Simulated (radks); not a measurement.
Neutral neodymium inside a hard spherical wall (all orbitals vanish at R), configuration held at [Xe] 4f4 6s2 and not refilled when levels cross. All-electron calculation, scalar-relativistic Kohn-Sham, PBE, spin-unpolarised, spherical densities, finite nucleus; Fermi nuclear charge, rms radius 4.9123 fm. Program: a radial shooting solver on a logarithmic mesh with Libxc functionals. Eigenvalues in eV, with the zero of energy where the potential of the charges vanishes at infinity; a dash marks a level that is unbound or too diffuse for the functional's potential to be trusted. A positive occupied level is held by the wall or, in an anion where self-interaction has pushed it up, behind a barrier. The pressure on the wall is -dE/dV.

[
 {"R (bohr)": "free", "E (hartree)": "-9623.4612", "kinetic (hartree)": "10241.303", "e(5s)": "-40.459", "e(5p)": "-22.091", "e(6s)": "-3.502", "e(5d, empty)": "-1.919", "e(4f)": "-1.754", "e(6p, empty)": "-1.233", "pressure (GPa)": "0"},
 {"R (bohr)": "20", "E (hartree)": "-9623.4612", "kinetic (hartree)": "10241.303", "e(5s)": "-40.459", "e(5p)": "-22.091", "e(6s)": "-3.502", "e(5d, empty)": "-1.919", "e(4f)": "-1.754", "e(6p, empty)": "-1.232", "pressure (GPa)": "< 0.0001"},
 {"R (bohr)": "15", "E (hartree)": "-9623.4612", "kinetic (hartree)": "10241.303", "e(5s)": "-40.455", "e(5p)": "-22.086", "e(6s)": "-3.499", "e(5d, empty)": "-1.914", "e(4f)": "-1.749", "e(6p, empty)": "-1.213", "pressure (GPa)": "0.000358"},
 {"R (bohr)": "12", "E (hartree)": "-9623.4606", "kinetic (hartree)": "10241.309", "e(5s)": "-40.406", "e(5p)": "-22.038", "e(6s)": "-3.462", "e(5d, empty)": "-1.871", "e(4f)": "-1.701", "e(6p, empty)": "-1.103", "pressure (GPa)": "0.00981"},
 {"R (bohr)": "8", "E (hartree)": "-9623.4366", "kinetic (hartree)": "10241.455", "e(5s)": "-39.607", "e(5p)": "-21.255", "e(6s)": "-2.719", "e(5d, empty)": "-1.153", "e(4f)": "-0.913", "e(6p, empty)": "0.276", "pressure (GPa)": "0.798"},
 {"R (bohr)": "7", "E (hartree)": "-9623.4015", "kinetic (hartree)": "10241.620", "e(5s)": "-38.930", "e(5p)": "-20.601", "e(6s)": "-1.912", "e(5d, empty)": "-0.506", "e(4f)": "-0.237", "e(6p, empty)": "1.599", "pressure (GPa)": "2.53"},
 {"R (bohr)": "4", "E (hartree)": "-9622.3310", "kinetic (hartree)": "10245.692", "e(5s)": "-31.743", "e(5p)": "-13.749", "e(6s)": "14.445", "e(5d, empty)": "8.415", "e(4f)": "7.745", "e(6p, empty)": "24.326", "pressure (GPa)": "198"},
 {"R (bohr)": "3.5", "E (hartree)": "-9621.3246", "kinetic (hartree)": "10249.466", "e(5s)": "-27.675", "e(5p)": "-9.581", "e(6s)": "26.934", "e(5d, empty)": "14.321", "e(4f)": "12.686", "e(6p, empty)": "39.865", "pressure (GPa)": "553"},
 {"R (bohr)": "2", "E (hartree)": "-9597.1910", "kinetic (hartree)": "10326.448", "e(5s)": "31.340", "e(5p)": "59.004", "e(6s)": "223.71", "e(5d, empty)": "105.03", "e(4f)": "70.993", "e(6p, empty)": "256.95", "pressure (GPa)": "32100"}
]
